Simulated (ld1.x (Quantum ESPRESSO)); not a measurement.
# Scattering properties, RRKJ potential for I

```
Element                 : iodine
Generator               : ld1.x (Quantum ESPRESSO) 7.5
Type                    : norm-conserving RRKJ (Kleinman–Bylander form)
Functional              : revPBE
Relativity              : fully relativistic
Frozen core             : [Kr]
Valence charge          : 17
Reference configuration : 4d10 5s2 5p5
Partial waves           : 5s (bound): rc 1.94 bohr; 5p (bound): rc 1.74 bohr; 4d (bound): rc 1.62 bohr
Local potential         : the d channel
Core correction         : none
rho0                    : 0.001
```

Open shells are filled in proportion to 2j + 1 (rel_dist='average').

The phase is arctan(r·u′/u) with u = r·R(r), unwrapped; energies in Ry, scanned from -6 to 5 Ry. A pole is an energy at which the radial function vanishes at the test radius. The pseudo phase is shifted by a multiple of π to meet the all-electron one at the reference energy, and phase errors are pseudo minus all-electron; the curves can meet again beyond the range given. Levels narrower than the energy grid can be missing from the lists of poles.

Q: For each channel, where are the poles, and over which energies does the pseudopotential scatter like the atom?

A:

```json
{"channel": "s", "radius (bohr)": "2.09", "reference energy (Ry)": "-1.27", "poles, all-electron": "1.38", "poles, pseudo": "1.27", "unbroken range about the reference energy with phases within 0.05 rad": "below 3.7", "phase error 1 Ry above the reference energy (rad)": "-0.003"}
{"channel": "p1/2", "radius (bohr)": "2.09", "reference energy (Ry)": "-0.57", "poles, all-electron": "2.94", "poles, pseudo": "-4.22, 2.87", "unbroken range about the reference energy with phases within 0.05 rad": "above -4.1", "phase error 1 Ry above the reference energy (rad)": "-0.000"}
{"channel": "p3/2", "radius (bohr)": "2.09", "reference energy (Ry)": "-0.50", "poles, all-electron": "3.35", "poles, pseudo": "-4.60, 3.22", "unbroken range about the reference energy with phases within 0.05 rad": "above -4.4", "phase error 1 Ry above the reference energy (rad)": "-0.001"}
{"channel": "d3/2", "radius (bohr)": "2.09", "reference energy (Ry)": "-3.76", "poles, all-electron": "-3.64", "poles, pseudo": "-3.56", "unbroken range about the reference energy with phases within 0.05 rad": "not even at the reference energy", "phase error 1 Ry above the reference energy (rad)": "+0.009"}
{"channel": "d5/2", "radius (bohr)": "2.09", "reference energy (Ry)": "-3.64", "poles, all-electron": "-3.51", "poles, pseudo": "-3.56", "unbroken range about the reference energy with phases within 0.05 rad": "not even at the reference energy", "phase error 1 Ry above the reference energy (rad)": "-0.003"}
```

Note: ghost states, extra bound levels that the all-electron valence spectrum of the same l lacks: s at -220.1 eV, p3/2 at -62.8 eV, p1/2 at -57.7 eV. A true bound ghost makes a file unfit for plane-wave use. The potential misses its own reference levels by up to 1.0 eV, so it is not fit for use.

Phases in the p1/2 channel:

```json
{"E (Ry)": "-6.00", "all-electron": "1.345", "pseudo": "4.480"}
{"E (Ry)": "-5.74", "all-electron": "1.338", "pseudo": "4.472"}
{"E (Ry)": "-5.48", "all-electron": "1.331", "pseudo": "4.463"}
{"E (Ry)": "-5.22", "all-electron": "1.322", "pseudo": "4.453"}
{"E (Ry)": "-4.96", "all-electron": "1.313", "pseudo": "4.440"}
{"E (Ry)": "-4.70", "all-electron": "1.302", "pseudo": "4.423"}
{"E (Ry)": "-4.44", "all-electron": "1.291", "pseudo": "4.383"}
{"E (Ry)": "-4.18", "all-electron": "1.278", "pseudo": "1.395"}
{"E (Ry)": "-3.92", "all-electron": "1.263", "pseudo": "1.288"}
{"E (Ry)": "-3.66", "all-electron": "1.246", "pseudo": "1.259"}
{"E (Ry)": "-3.40", "all-electron": "1.226", "pseudo": "1.234"}
{"E (Ry)": "-3.14", "all-electron": "1.202", "pseudo": "1.208"}
{"E (Ry)": "-2.88", "all-electron": "1.173", "pseudo": "1.178"}
{"E (Ry)": "-2.62", "all-electron": "1.138", "pseudo": "1.142"}
{"E (Ry)": "-2.36", "all-electron": "1.094", "pseudo": "1.097"}
{"E (Ry)": "-2.10", "all-electron": "1.037", "pseudo": "1.039"}
{"E (Ry)": "-1.84", "all-electron": "0.961", "pseudo": "0.963"}
{"E (Ry)": "-1.58", "all-electron": "0.855", "pseudo": "0.856"}
{"E (Ry)": "-1.32", "all-electron": "0.703", "pseudo": "0.703"}
{"E (Ry)": "-1.06", "all-electron": "0.476", "pseudo": "0.476"}
{"E (Ry)": "-0.80", "all-electron": "0.150", "pseudo": "0.150"}
{"E (Ry)": "-0.54", "all-electron": "-0.248", "pseudo": "-0.248"}
{"E (Ry)": "-0.28", "all-electron": "-0.616", "pseudo": "-0.616"}
{"E (Ry)": "-0.02", "all-electron": "-0.886", "pseudo": "-0.886"}
{"E (Ry)": "0.24", "all-electron": "-1.068", "pseudo": "-1.069"}
{"E (Ry)": "0.50", "all-electron": "-1.193", "pseudo": "-1.194"}
{"E (Ry)": "0.76", "all-electron": "-1.282", "pseudo": "-1.283"}
{"E (Ry)": "1.02", "all-electron": "-1.348", "pseudo": "-1.349"}
{"E (Ry)": "1.28", "all-electron": "-1.398", "pseudo": "-1.400"}
{"E (Ry)": "1.54", "all-electron": "-1.439", "pseudo": "-1.441"}
{"E (Ry)": "1.80", "all-electron": "-1.472", "pseudo": "-1.474"}
{"E (Ry)": "2.06", "all-electron": "-1.500", "pseudo": "-1.503"}
{"E (Ry)": "2.32", "all-electron": "-1.524", "pseudo": "-1.527"}
{"E (Ry)": "2.58", "all-electron": "-1.545", "pseudo": "-1.549"}
{"E (Ry)": "2.84", "all-electron": "-1.564", "pseudo": "-1.569"}
{"E (Ry)": "3.10", "all-electron": "-1.581", "pseudo": "-1.587"}
{"E (Ry)": "3.36", "all-electron": "-1.597", "pseudo": "-1.604"}
{"E (Ry)": "3.62", "all-electron": "-1.612", "pseudo": "-1.620"}
{"E (Ry)": "3.88", "all-electron": "-1.627", "pseudo": "-1.636"}
{"E (Ry)": "4.14", "all-electron": "-1.641", "pseudo": "-1.652"}
{"E (Ry)": "4.40", "all-electron": "-1.655", "pseudo": "-1.668"}
{"E (Ry)": "4.66", "all-electron": "-1.669", "pseudo": "-1.685"}
{"E (Ry)": "4.92", "all-electron": "-1.683", "pseudo": "-1.703"}
```
